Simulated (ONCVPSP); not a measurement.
**Reading a pseudo-wave (phosphorus (P))**

Columns: radius, all-electron u(r) and pseudo u(r) of the 3s shell (level -28.52 eV) of phosphorus in the configuration [Ne] 3s2 3p1.5; LDA (Perdew-Wang 92), scalar-relativistic, ONCV scheme, ONCVPSP 4.0.1.

```json
{"r (bohr)": "0.078", "all-electron": "0.1858", "pseudo": "0.0272"}
{"r (bohr)": "0.155", "all-electron": "-0.0578", "pseudo": "0.0569"}
{"r (bohr)": "0.232", "all-electron": "-0.2817", "pseudo": "0.0909"}
{"r (bohr)": "0.310", "all-electron": "-0.3928", "pseudo": "0.1299"}
{"r (bohr)": "0.388", "all-electron": "-0.3955", "pseudo": "0.1718"}
{"r (bohr)": "0.465", "all-electron": "-0.3229", "pseudo": "0.2142"}
{"r (bohr)": "0.542", "all-electron": "-0.2054", "pseudo": "0.2564"}
{"r (bohr)": "0.620", "all-electron": "-0.0640", "pseudo": "0.2992"}
{"r (bohr)": "0.698", "all-electron": "0.0832", "pseudo": "0.3442"}
{"r (bohr)": "0.775", "all-electron": "0.2235", "pseudo": "0.3931"}
{"r (bohr)": "0.852", "all-electron": "0.3523", "pseudo": "0.4485"}
{"r (bohr)": "0.930", "all-electron": "0.4673", "pseudo": "0.5112"}
{"r (bohr)": "1.008", "all-electron": "0.5653", "pseudo": "0.5779"}
{"r (bohr)": "1.085", "all-electron": "0.6450", "pseudo": "0.6432"}
{"r (bohr)": "1.162", "all-electron": "0.7084", "pseudo": "0.7029"}
{"r (bohr)": "1.240", "all-electron": "0.7572", "pseudo": "0.7529"}
{"r (bohr)": "1.318", "all-electron": "0.7917", "pseudo": "0.7897"}
{"r (bohr)": "1.395", "all-electron": "0.8134", "pseudo": "0.8129"}
{"r (bohr)": "1.472", "all-electron": "0.8242", "pseudo": "0.8241"}
{"r (bohr)": "1.550", "all-electron": "0.8257", "pseudo": "0.8256"}
{"r (bohr)": "1.628", "all-electron": "0.8191", "pseudo": "0.8190"}
{"r (bohr)": "1.705", "all-electron": "0.8059", "pseudo": "0.8059"}
{"r (bohr)": "1.782", "all-electron": "0.7874", "pseudo": "0.7873"}
{"r (bohr)": "1.860", "all-electron": "0.7642", "pseudo": "0.7642"}
{"r (bohr)": "1.938", "all-electron": "0.7377", "pseudo": "0.7376"}
{"r (bohr)": "2.015", "all-electron": "0.7089", "pseudo": "0.7089"}
```

**Question.** How many radial nodes do the two functions have?

**Answer.** The all-electron 3s function has n − l − 1 = 2; the pseudo-wave has 0, since the states of the same l below it are removed with the core.

**Question.** At about which radius was the pseudo-wave matched?

**Answer.** 1.55 bohr. The columns agree to 0.0005 from 1.47 bohr on; several derivatives are matched, so the curves merge somewhat inside the radius.

**Question.** Is the pseudo-wave norm-conserving?

**Answer.** Yes: the ONCV scheme keeps the norm inside the radius equal to the all-electron one, which fixes the energy derivative of the logarithmic derivative at the level.
